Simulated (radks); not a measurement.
Initial-state core-level shifts of the sulfur ion S+ when its valence configuration changes from [Ne] 3s2 3p3. Method: Dirac Kohn-Sham, BLYP, spin-unpolarised, spherical densities, point nucleus; open shells fill j = l - 1/2 first; computed with a radial shooting solver on a logarithmic mesh with Libxc functionals. Shifts are changes of the shell-averaged eigenvalues in eV (positive: less bound).

| valence | 1s | 2s | 2p |
|---|---|---|---|
| 3s1 3p4 | -1.392 | -1.375 | -1.357 |
| 3p5 | -2.712 | -2.688 | -2.650 |
| 3s1.5 3p3.5 | -0.706 | -0.696 | -0.687 |
| 3s0.5 3p4.5 | -2.061 | -2.039 | -2.011 |
